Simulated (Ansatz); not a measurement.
Compare A (`CC1=N[SiH2][SiH2]1`) with its isomer B (`NC#C[SiH2][SiH3]`).

Gas-phase electronic energies from Ansatz, PBE0-D4/def2-TZVP geometries. CBS: MP2 limit from def2 TZ/QZ plus the TZ coupled-cluster correction, frozen cores. DFT in def2-TZVPP. B3LYP here is the variant with VWN-RPA as its local correlation; programs differ in this. Each species was taken in one conformer, which may not be the lowest.

A:

Z-matrix (Å, degrees):
```
C
C 1 1.490
H 1 1.095 2 110.1
H 1 1.095 2 110.0 3 117.1
H 1 1.091 2 110.8 3 -121.5
N 2 1.288 1 122.2 3 121.6
Si 2 1.929 1 129.9 3 -58.3
Si 6 1.783 2 104.2 1 179.9
H 7 1.491 2 115.3 1 63.4
H 7 1.491 2 115.3 1 -63.2
H 8 1.487 6 112.6 2 -118.5
H 8 1.487 6 112.6 2 118.7
```

B:

```xyz
12

N     3.208   -0.288    0.163
C     1.954    0.158    0.091
C     0.813    0.570    0.077
Si   -0.912    1.099    0.050
Si   -2.260   -0.812   -0.047
H     3.933    0.362   -0.098
H     3.371   -1.228   -0.162
H    -1.186    1.962   -1.133
H    -1.247    1.887    1.268
H    -2.021   -1.675    1.141
H    -1.952   -1.599   -1.272
H    -3.700   -0.437   -0.077
```

**Question.** Which is lower in electronic energy at CCSD(T)/CBS, and by how much? (An estimate is asked.)

**Answer.** The calculation gave: A, by 96.9 kJ/mol.

**Question.** Give E(B) − E(A) in kJ/mol with ωB97M-V, HF/def2-TZVPP, CCSD(T)/def2-TZVPP, PBE-D4, B3LYP, MP2/def2-TZVPP, B3LYP-D4. (Estimate.)

**Answer.** The calculation gave: ωB97M-V 99.4, HF/def2-TZVPP 72.9, CCSD(T)/def2-TZVPP 97.1, PBE-D4 99.6, B3LYP 78.9, MP2/def2-TZVPP 94.2, B3LYP-D4 86.8. None reverses the order clearly.

Largest T1 diagnostic: 0.014.

The D4 term adds +8.0 kJ/mol with B3LYP and +3.9 kJ/mol with PBE0; it sums over pairs of atoms, weighted by their polarisabilities, and B3LYP, whose exchange is more repulsive, gets the larger term. In def2-TZVPP, CCSD(T) changes the Hartree–Fock value by +24.2 kJ/mol (the triples alone add +4.3 kJ/mol) and MP2 by +21.3 kJ/mol.
